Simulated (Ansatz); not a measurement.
Cost and result for the atomization energy of `CO[SiH](C)[SiH3]` (15 atoms, 14 bonds).

Z-matrix (Å, degrees):
```
C
O 1 1.407
H 1 1.092 2 108.4
H 1 1.096 2 111.5 3 119.2
H 1 1.097 2 111.6 3 -119.3
Si 2 1.651 1 122.7 3 171.2
Si 6 2.341 2 105.7 1 -173.4
C 6 1.870 2 112.1 1 64.4
H 6 1.497 2 109.0 1 -54.9
H 7 1.490 6 109.6 2 178.6
H 7 1.489 6 110.8 2 -62.4
H 7 1.488 6 111.4 2 58.7
H 8 1.092 6 111.3 2 59.6
H 8 1.094 6 110.0 2 179.4
H 8 1.093 6 111.3 2 -61.4
```

Charge 0, multiplicity 1. The geometry is a stationary point of PBE0-D4/def2-TZVP. It is one conformer, not always the lowest. Program: Ansatz. All runs use 2 threads of an AMD EPYC 7R13 on a shared host and a share of an NVIDIA H100 80 GB. Times are those of one run each, without the atoms' runs, and a repeat can differ threefold. Electronic energies, without spin–orbit coupling; frozen cores. CCSD(T)/CBS adds CCSD(T) − MP2 in def2-TZVPP to the MP2 limit, and its time is that of the two runs behind it. T1 = 0.011. B3LYP takes the VWN-RPA correlation (the form of Gaussian; ORCA's B3LYP/G).

CCSD(T)/CBS is a level of theory with its own doubt, some kJ/mol a heavy atom from the limit and from the frozen cores, so smaller differences don't rank the functionals.

| level | functions | wall time | atomization (kcal/mol) | difference from CCSD(T)/CBS | per bond |
| --- | --- | --- | --- | --- | --- |
| PBE-D4/def2-TZVPP (with forces) | 317 | 4.6 s | 1264.1 | 3.5 | 0.3 |
| B2PLYP/def2-TZVPP | 317 | 5.5 s | 1243.9 | -16.7 | -1.2 |
| r2SCAN-D4/def2-TZVPP (with forces) | 317 | 6 s | 1259.8 | -0.8 | -0.1 |
| PBE0-D4/def2-TZVPP | 317 | 6.5 s | 1252.9 | -7.7 | -0.6 |
| B3LYP-D4/def2-TZVPP (with forces) | 317 | 8.1 s | 1259.1 | -1.5 | -0.1 |
| ωB97M-V/def2-TZVPP (with forces) | 317 | 9.5 s | 1260.7 | 0.1 | 0.0 |
| CCSD(T)/def2-TZVPP | 317 | 9.6 s | 1230.4 | -30.2 | -2.2 |
| ωB97X-V/def2-TZVPP | 317 | 10 s | 1265.0 | 4.4 | 0.3 |
| MP2/def2-QZVPP | 611 | 11 s | 1252.5 | -8.1 | -0.6 |
| CCSD(T)/CBS(def2) | – | 20 s | 1260.6 | 0.0 | 0.0 |

From PBE to PBE0 (25 % exact exchange), in def2-TZVPP and without D4, the atomization energy moves by −10.2 kcal/mol: exact exchange takes away binding that semilocal exchange gives to molecules. In def2-TZVPP, CCSD(T) changes the Hartree–Fock value by +282.6 kcal/mol (the triples alone add +13.2 kcal/mol) and MP2 by +286.7 kcal/mol; breaking electron pairs costs correlation energy, which Hartree–Fock lacks. The D4 term adds +11.9 kcal/mol with B3LYP and +6.4 kcal/mol with PBE0; it sums over pairs of atoms, weighted by their polarisabilities, and B3LYP, whose exchange is more repulsive, gets the larger term.
